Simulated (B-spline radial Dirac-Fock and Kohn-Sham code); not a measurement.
**Relativistic shifts of the levels of Rh³⁹⁺**

System: Rh³⁹⁺, [He] 2s2 2p2.

Both columns are ΔSCF binding energies of the configuration average from a radial atomic solver: non-relativistic Hartree-Fock with a point nucleus, and Dirac-Fock with a finite nucleus and the Coulomb interaction alone, averaged over the two j levels with weights 2j+1.

```
shell  Hartree-Fock (eV)  Dirac-Fock (eV)  shift (eV)  shift (%)
   1s            25772.5          26485.8     +713.38      +2.77
   2s             5886.6           6089.9     +203.31      +3.45
   2p             5777.2           5857.0      +79.80      +1.38
```

Relativity binds 1s, 2s, 2p more strongly, among those listed most of all 2s in relative terms.

Values without a named source are computed, but for edge energies of neutral atoms, which are taken from tables.
